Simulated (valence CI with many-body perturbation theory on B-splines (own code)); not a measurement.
# Tl73+: E2, E3, M1, M2 decay

Method: valence CI with perturbative core correlation (CI+MBPT): six valence electrons over a frozen Dirac-Fock core [He], a basis of 9 s, 9 p, 8 d, 6 f, 3 g, 1 h functions for each j, with the one-electron correlation potential Σ1, the two-electron term Σ2, the three-electron term Σ3, Breit, model QED; selected CI, second order for the rest, scaled by the run's own slope (own B-spline code, finite nucleus).

The last digits are not significant, and no measured levels were compared; by estimate large intervals hold to a few tenths of a per cent, small ones and those within an open d or f shell to about a per cent. Among the levels kept, up to 1900 cm⁻¹ of a level comes from second order outside the variational space, and about a tenth of that is noise between levels of different J, which matters for small intervals.

Lines 1 to 41 of 41 in falling wavelength, among levels below 13209 eV, chosen from the decays that carry over 1 % of a level's rate. Wavelengths and rates use the calculated energies. Electric multipoles are in the length gauge with retardation, E1 and E2 with the static RPA response of the core. M1 uses the relativistic operator with retardation. S is in atomic units (e²a₀⁴ for E2 and M2, e²a₀⁶ for E3), for M1 in squared Bohr magnetons. Weak lines are less certain than strong ones. Lines between different terms over intervals too small for the method are left out, as are lines whose strength nearly cancels. The highest levels of a list are the least certain.

Levels are named by their leading jj configuration (3d3/2^4 stands for four electrons in 3d with j = 3/2), which in mixed levels can hold well under half, so a name can repeat and another be missing. Letters in brackets count levels of one name in rising energy.

```tsv
λ vac (nm)	Upper	Lower	Type	A (s⁻¹)	S (a.u.)
17.73	(2s^2 2p1/2^2 2p3/2^2) J=0	(2s^2 2p1/2^2 2p3/2^2) J=2	E2	1.15e+02	1.79e-05
0.6006	(2s^2 2p1/2 2p3/2^3) J=1	(2s^2 2p1/2^2 2p3/2^2) J=0	M1	2.69e+10	6.48e-01
0.5867	(2s^2 2p1/2 2p3/2^2 3p1/2) J=1 [a]	(2s^2 2p1/2^2 2p3/2 3p1/2) J=2	M1	1.44e+10	3.23e-01
0.5865	(2s^2 2p1/2 2p3/2^2 3p1/2) J=1 [a]	(2s^2 2p1/2^2 2p3/2 3p1/2) J=1	M1	7.15e+10	1.60e+00
0.5845	(2s^2 2p1/2 2p3/2^2 3p1/2) J=2 [a]	(2s^2 2p1/2^2 2p3/2 3p1/2) J=2	M1	6.77e+10	2.51e+00
0.5809	(2s^2 2p1/2 2p3/2^3) J=1	(2s^2 2p1/2^2 2p3/2^2) J=2	M1	7.29e+10	1.59e+00
0.5759	(2s^2 2p1/2 2p3/2^3) J=2	(2s^2 2p1/2^2 2p3/2^2) J=2	M1	4.35e+10	1.54e+00
0.5759	(2s^2 2p1/2 2p3/2^3) J=2	(2s^2 2p1/2^2 2p3/2^2) J=2	E2	8.23e+08	2.33e-05
0.5673	(2s^2 2p3/2^4) J=0	(2s^2 2p1/2 2p3/2^3) J=1	M1	1.81e+11	1.22e+00
0.5640	(2s^2 2p1/2 2p3/2^2 3p1/2) J=1 [b]	(2s^2 2p1/2^2 2p3/2 3p1/2) J=2	M1	3.85e+10	7.69e-01
0.5497	(2s^2 2p1/2 2p3/2^2 3p1/2) J=0	(2s^2 2p1/2^2 2p3/2 3p1/2) J=1	M1	4.72e+10	2.91e-01
0.1187	(2s^2 2p1/2^2 2p3/2 3p1/2) J=1	(2s^2 2p1/2^2 2p3/2^2) J=0	M1	4.44e+10	8.27e-03
0.1187	(2s^2 2p1/2^2 2p3/2 3p1/2) J=2	(2s^2 2p1/2^2 2p3/2^2) J=0	E2	8.73e+11	9.18e-06
0.1184	(2s^2 2p1/2 2p3/2^2 3p1/2) J=1 [a]	(2s^2 2p1/2 2p3/2^3) J=2	E2	4.61e+11	2.87e-06
0.1184	(2s^2 2p1/2 2p3/2^2 3p1/2) J=1 [a]	(2s^2 2p1/2 2p3/2^3) J=2	M1	2.29e+10	4.23e-03
0.1183	(2s^2 2p1/2 2p3/2^2 3p1/2) J=2 [a]	(2s^2 2p1/2 2p3/2^3) J=2	M1	7.31e+10	2.24e-02
0.1183	(2s^2 2p1/2 2p3/2^2 3p1/2) J=2 [a]	(2s^2 2p1/2 2p3/2^3) J=2	E2	3.96e+10	4.09e-07
0.1181	(2s^2 2p1/2 2p3/2^2 3p1/2) J=1 [a]	(2s^2 2p1/2 2p3/2^3) J=1	E2	4.61e+11	2.84e-06
0.1181	(2s^2 2p1/2 2p3/2^2 3p1/2) J=1 [a]	(2s^2 2p1/2 2p3/2^3) J=1	M1	1.16e+11	2.12e-02
0.1181	(2s^2 2p1/2 2p3/2^2 3p1/2) J=3	(2s^2 2p1/2 2p3/2^3) J=2	E2	2.72e+12	3.90e-05
0.1181	(2s^2 2p1/2 2p3/2^2 3p1/2) J=2 [a]	(2s^2 2p1/2 2p3/2^3) J=1	E2	2.14e+12	2.20e-05
0.1179	(2s^2 2p1/2^2 2p3/2 3p1/2) J=1	(2s^2 2p1/2^2 2p3/2^2) J=2	E2	2.32e+12	1.41e-05
0.1179	(2s^2 2p1/2^2 2p3/2 3p1/2) J=1	(2s^2 2p1/2^2 2p3/2^2) J=2	M1	1.15e+11	2.10e-02
0.1179	(2s^2 2p1/2^2 2p3/2 3p1/2) J=2	(2s^2 2p1/2^2 2p3/2^2) J=2	E2	3.19e+12	3.25e-05
0.1179	(2s^2 2p1/2^2 2p3/2 3p1/2) J=2	(2s^2 2p1/2^2 2p3/2^2) J=2	M1	6.90e+10	2.10e-02
0.1179	(2s^2 2p1/2 2p3/2^2 3p1/2) J=3	(2s^2 2p1/2 2p3/2^3) J=1	E2	4.53e+11	6.44e-06
0.1175	(2s^2 2p1/2 2p3/2^2 3p1/2) J=2 [b]	(2s^2 2p1/2 2p3/2^3) J=2	E2	1.54e+12	1.54e-05
0.1175	(2s^2 2p1/2 2p3/2^2 3p1/2) J=2 [b]	(2s^2 2p1/2 2p3/2^3) J=2	M1	5.26e+10	1.58e-02
0.1174	(2s^2 2p1/2 2p3/2^2 3p1/2) J=1 [b]	(2s^2 2p1/2 2p3/2^3) J=2	E2	1.19e+12	7.13e-06
0.1174	(2s^2 2p1/2 2p3/2^2 3p1/2) J=1 [b]	(2s^2 2p1/2 2p3/2^3) J=2	M1	6.00e+10	1.08e-02
0.1174	(2s 2p1/2^2 2p3/2^2 3p1/2) J=0	(2s 2p1/2^2 2p3/2^3) J=2	E2	2.37e+12	4.71e-06
0.1173	(2s^2 2p1/2 2p3/2^2 3p1/2) J=2 [b]	(2s^2 2p1/2 2p3/2^3) J=1	E2	3.45e+11	3.42e-06
0.1172	(2s^2 2p1/2 2p3/2^2 3p1/2) J=1 [b]	(2s^2 2p1/2 2p3/2^3) J=1	E2	1.20e+12	7.08e-06
0.1168	(2s^2 2p1/2 2p3/2^2 3p1/2) J=0	(2s^2 2p1/2 2p3/2^3) J=2	E2	2.37e+12	4.60e-06
0.1166	(2s^2 2p1/2 2p3/2^2 3p1/2) J=0	(2s^2 2p1/2 2p3/2^3) J=1	M1	6.97e+10	4.09e-03
0.1118	(2s^2 2p1/2^2 2p3/2 3p3/2) J=2	(2s^2 2p1/2^2 2p3/2^2) J=0	E2	9.25e+11	7.21e-06
0.1114	(2s^2 2p1/2^2 2p3/2 3p3/2) J=3	(2s^2 2p1/2^2 2p3/2^2) J=2	E2	1.81e+12	1.94e-05
0.1114	(2s^2 2p1/2^2 2p3/2 3p3/2) J=1	(2s^2 2p1/2^2 2p3/2^2) J=2	E2	1.82e+12	8.38e-06
0.1108	(2s^2 2p1/2^2 2p3/2 3p3/2) J=0	(2s^2 2p1/2^2 2p3/2^2) J=2	E2	4.65e+12	6.94e-06
0.1086	(2s^2 2p1/2^2 2p3/2 3d5/2) J=4	(2s^2 2p1/2^2 2p3/2^2) J=2	M2	1.46e+11	1.78e-06
0.1086	(2s^2 2p1/2^2 2p3/2 3d5/2) J=4	(2s^2 2p1/2^2 2p3/2^2) J=2	E3	1.10e+10	5.61e-07
```
